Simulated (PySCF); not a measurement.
Atom-mapped SMILES (the numbers label the heavy atoms): `[CH3:1][B-:2]([CH3:3])([CH3:4])[N+:5]([CH3:6])([CH3:7])[CH3:8]`. Hydrogens are named by the atom that carries them.

Level of theory: geometry: PBE0-D3(BJ)/def2-SVP, GIAO B97-2/pcSseg-1 shieldings, in PySCF (gas phase, one averaged value for each set of equivalent atoms, a single conformation, no relativistic terms).

δ = σ(ref) − σ, references computed at the same level: TMS for 13C, 1H; BF3·OEt2 for 11B; 15N against NH3.

```csv
atoms,nucleus,count,δ (ppm)
H(C1)/H(C3)/H(C4),1H,9,?
B2,11B,1,-2.3
N5,15N,1,55.7
C1/C3/C4,13C,3,?
C6/C7/C8,13C,3,47.4
H(C6)/H(C7)/H(C8),1H,9,2.21
```

Task: Fill in the missing shifts.

Result: 
- C1/C3/C4: 7.7 ppm, methyl carbon bonded to B
- H(C1)/H(C3)/H(C4): -0.25 ppm, hydrogen on a methyl carbon bonded to B

A carbon bonded to boron is broadened by the quadrupolar boron nucleus and is often missing from a measured spectrum. Shifts are as computed. Against solution values, carbons near 30 ppm lie about +1 ppm off and those near 130 ppm about +2 ppm. Of 1211 compounds with measured shifts, 218 miss one by over three times the rms of a fit or turn the order of signals round; such compounds aren't used in these exercises. Experimental scales use liquid or dissolved standards, which lie at an offset from isolated NH3 (liquid NH3: subtract about 20 ppm).
